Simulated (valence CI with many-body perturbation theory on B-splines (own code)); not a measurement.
**Questions on Os³⁶⁺**

Level of theory: configuration interaction combined with many-body perturbation theory (CI+MBPT): four valence electrons over a frozen Dirac-Fock core [Kr], a basis of 7 s, 7 p, 8 d, 6 f, 4 g, 1 h functions for each j, with the one-electron correlation potential Σ1 (screened to all orders), the two-electron term Σ2, the three-electron term Σ3, Breit, model QED; selected single and double excitations, second order for the rest, scaled by the run's own slope (own B-spline code, finite nucleus).

No measured spectrum was set against this ion. As an estimate, large intervals hold to a few tenths of a per cent, small ones and those within an open d or f shell to about a per cent. The list stops below the first excitations out of the core.

Levels are named by their leading jj configuration (3d3/2^4 stands for four electrons in 3d with j = 3/2), which in mixed levels can hold well under half, so a name can repeat and another be missing.

Rates and lifetimes use the calculated energies. Strong lines usually hold to 10 to 20 %, long lifetimes can be off by a factor of two.

Task: What is the ground level?

Result: (4d3/2^4) J=0, composition 59 % 4d4 3P + 28 % 4d4 5D + 13 % 4d4 1S.

Task: How well does LS coupling describe the low levels?

Result: Among the lowest 20 levels the leading LS term, summed over configurations, holds 47 % on average. For single configurations the figures are 47 % in LS and 95 % in jj coupling. Terms mix most in the J = 4 level at 179900 cm⁻¹, where the leading one holds 29 %.

Task: Name the longest-lived excited levels whose lifetime is computed, and their main decay.

Result: (4d3/2^2 4d5/2^2) J=6 at 348800 cm⁻¹ lives 53.2 ms, mostly by M1 to (4d3/2^2 4d5/2^2) J=5. The lifetime of (4d3/2^3 4d5/2) J=4 is too uncertain to give, and may be longer.

Task: What is the ionisation energy?

Result: 1607 eV; NIST lists 1606 ± 5 eV (theoretical).
